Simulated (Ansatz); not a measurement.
`FC(Br)(I)I` + H₂ → `FC(Br)I` + HI at 500 K and 1 bar (hydrogenolysis of a C–I bond).

Program: Ansatz. Geometries: PBE0-D4/def2-TZVP. ΔE: electronic, gas phase. CBS: MP2 limit from def2 TZ/QZ plus the TZ coupled-cluster correction, frozen cores. This one scheme is used for every species. Elements past krypton have def2 core potentials. For Br, I outer-core shells are correlated without core-valence functions, which leaves a few kJ/mol of doubt a bond. Scalar relativity is left out up to krypton.

```json
{"species": "`FC(Br)(I)I`", "CCSD(T)/CBS energy (Eh)": "-3306.00801", "H − E (kJ/mol)": "60.6", "S (J/(mol·K))": "420.1"}
{"species": "H₂", "CCSD(T)/CBS energy (Eh)": "-1.17544", "H − E (kJ/mol)": "41.0", "S (J/(mol·K))": "145.5"}
{"species": "`FC(Br)I`", "CCSD(T)/CBS energy (Eh)": "-3009.18101", "H − E (kJ/mol)": "82.0", "S (J/(mol·K))": "363.0"}
{"species": "HI", "CCSD(T)/CBS energy (Eh)": "-298.03592", "H − E (kJ/mol)": "28.6", "S (J/(mol·K))": "221.6"}
```

H − E and S are ideal-gas, rigid-rotor, harmonic terms from PBE0-D4/def2-TZVP, for one conformer and one mirror image of each species. The MP2-based limit puts H₂ 0.8 mEh under its directly extrapolated value; such offsets cancel only in part. 1 Eh = 2625.50 kJ/mol, R = 8.31446 J/(mol·K).

Task: By hand: ΔE, ΔH, ΔS and ΔG.

Result: ΔE = (-3009.18101) + (-298.03592) − (-3306.00801) − (-1.17544) = -0.03348 Eh = -87.9 kJ/mol. Δ(H − E) = 82.0 + 28.6 − 60.6 − 41.0 = 9.0, so ΔH = -78.9 kJ/mol. ΔS = 363.0 + 221.6 − 420.1 − 145.5 = 19.0 J/(mol·K). ΔG = -78.9 − 500 × (19.0)/1000 = -88.4 kJ/mol.

Task: By hand: the equilibrium constant, and the temperature at which ΔG would vanish if ΔH and ΔS stayed fixed.

Result: log₁₀ K = −ΔG/(RT ln 10) = 9.2. ΔH and −TΔS have one sign here, so there is no such temperature.

ΔH outweighs TΔS. A doubt of 5 kJ/mol in ΔE shifts log₁₀ K by 0.5 here. Other conformers and mirror images would add mixing entropy, several J/(mol·K) or more a flexible species. These are equilibria of isolated gas molecules and say nothing of rates. Largest T1 diagnostic: 0.010 (customary marks: 0.02 for closed shells, 0.045 for open ones).
